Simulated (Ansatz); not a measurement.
Calculated with Ansatz (gas phase, PBE0-D4/def2-TZVP geometries, no zero-point term in ΔE). CBS: MP2 limit from def2 TZ/QZ plus the TZ coupled-cluster correction, frozen cores. Double bonds are as drawn, so ΔE can hold a change between cis and trans. DFT in def2-TZVPP. Each species was taken in one conformer, which may not be the lowest.

`[AlH2][O]/C=N\[SiH3]` + `C[SiH2]BN` → `C[SiH2]B[NH][AlH2]` + `O/C=N/[SiH3]`  (ligand exchange at the Al–O bond)

```
         level  ΔE (kJ/mol)
     r2SCAN-D4         47.3
       PBE0-D4         43.5
MP2/def2-TZVPP         47.1
 HF/def2-QZVPP         54.3
```

Problem. What does CCSD(T)/CBS give? (Estimate.)

Solution. Computed: +47.0 kJ/mol. The listed levels differ from it by 0.3, -3.5, 0.1, 7.3 kJ/mol.

Largest T1 diagnostic among the species: 0.015.

In def2-TZVPP, CCSD(T) changes the Hartree–Fock value by −6.3 kJ/mol (the triples alone add −1.2 kJ/mol) and MP2 by −6.5 kJ/mol.
